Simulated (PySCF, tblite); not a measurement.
Isomers of C5H13FSSi2, one GFN2-xTB conformer each. Single-point energies are computed at PBE0/pcSseg-1 (PySCF, gas phase, no added dispersion term), electronic only.

Task: Rank them by PBE0/pcSseg-1 energy, lowest first (kcal/mol).
A. `[CH3:1][CH2:2]/[C:3](=[CH:4]/[SiH2:5][CH2:6][F:7])[S:8][SiH3:9]` with C1–C2–C3–C4 -2°, C3–C4–Si5–C6 176°, C4–Si5–C6–F7 59°, C2–C3–S8–Si9 67°
B. `[CH3:1]/[CH:2]=[CH:3]\[C@H:4]([F:5])[SiH2:6][S:7][CH2:8][SiH3:9]` with C2–C3–C4–F5 -150°, C3–C4–Si6–S7 -62°, C4–Si6–S7–C8 82°, Si6–S7–C8–Si9 -173°

Result: B (0.0), A (0.1).

Neighbours under 2.5 kcal/mol apart (C/C=C\[C@H](F)[SiH2]SC[SiH3] and CC/C(=C/[SiH2]CF)S[SiH3]) can change places with a better method, another conformer or zero-point energy. GFN2-xTB itself gives, in the same order: 5.9, 0.0. GFN2-xTB puts CC/C(=C/[SiH2]CF)S[SiH3] lowest instead.

Task: Which frontier levels, dipoles and rotational constants go with these structures?

Result: 
| SMILES | HOMO (eV, PBE0/pcSseg-1) | LUMO (eV) | dipole (D) | A, B, C (MHz) |
| --- | --- | --- | --- | --- |
| C/C=C\[C@H](F)[SiH2]SC[SiH3] | -6.82 | -0.24 | 1.99 | 1392, 574.4, 457.0 |
| CC/C(=C/[SiH2]CF)S[SiH3] | -7.05 | -0.67 | 2.99 | 1301, 511.8, 401.3 |

Task: What happens when harmonic zero-point energies from GFN2-xTB frequencies are added?

Result: 
```
                      SMILES  ZPE (kcal/mol)  electronic (kcal/mol)  with ZPE (kcal/mol)
C/C=C\[C@H](F)[SiH2]SC[SiH3]            99.0                    0.0                  0.0
    CC/C(=C/[SiH2]CF)S[SiH3]            99.6                    0.1                  0.7
```

The zero-point energies span 0.6 kcal/mol. The order is unchanged.

Task: As an exercise, what shares would exp(−E/RT) give at 500 K from these electronic energies alone (no entropy, no degeneracies)?

Result: RT = 0.994 kcal/mol: C/C=C\[C@H](F)[SiH2]SC[SiH3] 52.9 %, CC/C(=C/[SiH2]CF)S[SiH3] 47.1 %.
